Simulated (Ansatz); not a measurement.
Born–Oppenheimer molecular dynamics of CH$_{6}$BFOSSi (12 atoms, charge 0, multiplicity 1). It starts from a relaxed structure.

The calculation used Ansatz, RKS PBE0-D4/STO-3G.

| Quantity | Value |
| --- | --- |
| ensemble | NVT, Nosé–Hoover chain |
| time step | 0.5 fs |
| steps asked | 205 |
| set temperature | 1000 K |
| thermostat | time constant 20 fs, chain length 3 |
| seed | 436917 |

First frame:

```xyz
12
Properties=species:S:1:pos:R:3
B -1.993 0.397 0.873
O -1.166 1.092 0.094
Si 0.483 0.685 -0.183
C 0.851 -1.130 0.077
F 1.278 1.582 0.921
S 0.870 1.328 -2.162
H -1.669 -0.591 1.428
H -3.092 0.799 0.996
H 1.887 -1.357 -0.191
H 0.198 -1.754 -0.539
H 0.702 -1.415 1.123
H 1.729 0.308 -2.402
```

How far do the bonds stretch over the last three quarters of this one trajectory? (Pairs bonded in most of those frames.)


```
  bond  mean (Å)  spread (Å)  shortest  longest
 B1–O2     1.347       0.036      1.27     1.42
 B1–H7     1.193       0.044      1.10     1.28
 B1–H8     1.185       0.044      1.11     1.25
O2–Si3     1.746       0.057      1.64     1.82
Si3–C4     1.888       0.036      1.81     1.96
Si3–F5     1.639       0.022      1.60     1.69
Si3–S6     2.124       0.028      2.07     2.17
 C4–H9     1.103       0.023      1.06     1.14
C4–H10     1.103       0.030      1.05     1.16
C4–H11     1.104       0.045      1.03     1.18
S6–H12     1.370       0.075      1.26     1.48
```

Mean temperature of the second half: 1045 K. The conserved energy stayed within 1.1 meV per atom of its start (net change 0.66 meV per atom), so the integration is sound. A run of 0.1 ps of so small a system gives no equilibrium averages. Limits of this set-up: minimal basis.

Run time: 6.4 min on 1 thread of AMD EPYC 7R13 Processor (Zen 3), on a shared host, peak memory 0.12 GiB.
